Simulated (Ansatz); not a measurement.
cyclo-(H2SiS)2 (Si2H4S2). Charge 0, multiplicity 1. Geometry PBE0-D4/def2-SVP, basis def2-TZVP, Ansatz.

```json
{"run": "A", "HOMO (eV)": "-7.64", "LUMO (eV)": "-1.04"}
{"run": "B", "HOMO (eV)": "-7.18", "LUMO (eV)": "-1.28"}
{"run": "C", "HOMO (eV)": "-6.74", "LUMO (eV)": "-1.57"}
{"run": "D", "HOMO (eV)": "-6.45", "LUMO (eV)": "-1.89"}
{"run": "E", "HOMO (eV)": "-7.25", "LUMO (eV)": "-1.41"}
{"run": "F", "HOMO (eV)": "-8.92", "LUMO (eV)": "0.03"}
```

HSE06 is defined as in plane-wave codes, on full-range PBE exchange.

Problem. The runs used CAM-B3LYP, HSE06, PBE, PBE0, r2SCAN, r2SCANh. Estimate which is which.

Solution. A PBE0 (25 % exact exchange); B r2SCANh (10 % exact exchange); C r2SCAN (0 % exact exchange); D PBE (0 % exact exchange); E HSE06 (range-separated); F CAM-B3LYP (range-separated). Exact exchange lowers occupied and raises empty levels; among semilocal functionals meta-GGAs tend to open the gap a little, and such runs are hard to tell apart. The gap grows from 4.56 eV (PBE) to 8.94 eV (CAM-B3LYP).
